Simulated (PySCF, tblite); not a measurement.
Species: C8H14OSi.
Atom-mapped SMILES: `[CH2:1]=[CH:2][CH2:3][C:4]1=[CH:5][C@H:6]([CH3:7])[SiH2:8][O:9][CH2:10]1` (hydrogens: H11, H12 on C1; H13 on C2; H14, H15 on C3; H16 on C5; H17 on C6; H18, H19, H20 on C7; H21, H22 on Si8; H23, H24 on C10)

Structure used (GFN2-xTB), in Å, numbered top down from 1:
```xyz
24
C8H14OSi angstrom
C      3.7413    0.4717    0.2573
C      2.5195    0.8697   -0.0413
C      1.6853    0.3077   -1.1536
C      0.3908   -0.2483   -0.6077
C     -0.7446    0.4375   -0.6699
C     -2.0827   -0.0098   -0.1641
C     -3.0016    1.1837    0.0756
Si    -1.7531   -1.1151    1.3549
O     -0.4624   -1.9933    0.9212
C      0.5413   -1.6037    0.0240
H      4.2394   -0.3026   -0.3037
H      4.3020    0.9080    1.0665
H      2.0393    1.6483    0.5368
H      2.2407   -0.4763   -1.6734
H      1.4608    1.1065   -1.8649
H     -0.7257    1.4194   -1.1310
H     -2.5388   -0.6310   -0.9459
H     -3.9790    0.8474    0.4134
H     -2.5868    1.8384    0.8387
H     -3.1344    1.7633   -0.8380
H     -2.7681   -2.1296    1.6009
H     -1.4708   -0.2672    2.5172
H      0.5773   -2.3677   -0.7671
H      1.4984   -1.6370    0.5618
```

Jobs on this species (24 atoms, 84 electrons) with PySCF (density fitting) and tblite. Hardware of each: Arm Neoverse V2, one thread (shared host). Times come from a shared host and carry two figures at best.

| level and settings | work | basis functions | SCF cycles | wall time |
| --- | --- | --- | --- | --- |
| PBE0/pcSseg-1 | shieldings, ring-centre shieldings, charges and field gradients, density and orbital grids written | 247 | ? | ? |
| GFN2-xTB | L-BFGS relaxation | – | – | 1.2 s |
| GFN2-xTB | Hessian by finite differences | – | – | 1.1 s |

Q: Fill in the missing figures.

A: 
- PBE0/pcSseg-1; shieldings, ring-centre shieldings, charges and field gradients, density and orbital grids written: 70 s, 14 SCF cycles

Q: What do all jobs in the table cost together?

A: About 72 s; the longest takes about 97 % of that, and about 64 times as long as the shortest.
